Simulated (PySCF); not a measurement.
Spinor energies of Pb (lead, neutral)

Start: [Xe] 4f14 5d10 6s1 6p3; 6s1/2 filled at m_j = +1/2; 6p3/2 filled at m_j = -1/2, +1/2, +3/2. Calculated with PySCF 2.14 in x2c-SVPall-2c with one added diffuse shell each of s, p type (8s12p7d2f, 93 functions): generalised Hartree-Fock with the X2C-1e Hamiltonian and a Gaussian nucleus; one run each with spin-orbit coupling (SO) switched off, then screened by Boettger's factors. This is a chosen level, not necessarily the ground level.

```csv
spinor shell,electrons,"ε, spin-free (eV)","ε, screened SO (eV)",weight of nominal j (screened SO),"rms radius, screened SO (bohr)"
1s1/2,2,-88504.4,-88465.1,1.000,0.0181
2s1/2,2,-15990.6,-15977.8,1.000,0.0730
2p1/2,2,-13737.1,-15321.3,1.000,0.0617
2p3/2,4,-13737.1,-13126.1,1.000,0.0700
3s1/2,2,-3913.2,-3908.7,1.000,0.186
3p1/2,2,-3257.2,-3613.2,1.000,0.178
3p3/2,4,-3257.2,-3116.3,1.000,0.195
3d3/2,4,-2574.4,-2634.6,1.000,0.171
3d5/2,6,-2574.4,-2530.0,1.000,0.175
4s1/2,2,-926.82,-925.16,1.000,0.408
4p1/2,2,-708.17,-795.91,1.000,0.412
4p3/2,4,-708.17,-672.79,1.000,0.446
4d3/2,4,-448.63,-461.30,1.000,0.459
4d5/2,6,-448.63,-438.42,1.000,0.464
5s1/2,2,-168.64,-168.12,1.000,0.916
4f5/2,6,-160.73,-162.57,1.000,0.495
4f7/2,8,-160.73,-157.68,1.000,0.496
5p1/2,2,-105.66,-121.94,1.000,0.980
5p3/2,4,-105.66,-98.898,1.000,1.07
5d3/2,4,-30.638,-31.934,0.981,1.38
5d5/2,6,-30.638,-29.190,0.987,1.40
6s1/2,1,-19.889,-19.683,1.000,2.56
6p3/2,3,-8.337,-8.414,0.563,3.34
```

| quantity | spin-free | screened SO |
| --- | --- | --- |
| E (hartree) | -20864.28622 | -20901.99076 |
| M_J | 2 | 2 |
| ⟨J²⟩ | 6.009 | 6.013 |
| ⟨L²⟩ | 0.000 | 0.325 |
| ⟨S²⟩ | 6.009 | 5.951 |

Each row is a mean over spinors that exchange with the open shell spreads, by up to 1.571 eV (6p3/2).

Rows whose weight is well below 1 are mixtures of j = l ± 1/2: exchange outweighs spin-orbit coupling there, and the label is only the starting occupation.

Breit and QED terms are absent; they matter most for the inner s and p1/2 levels.

Densities and radii are taken from the X2C orbitals without a picture-change correction, which distorts them close to the nucleus.

Without spin-orbit coupling the j labels of p, d and f shells carry no meaning; the spin-free column gives the mean over the occupied spinors of each nl shell.
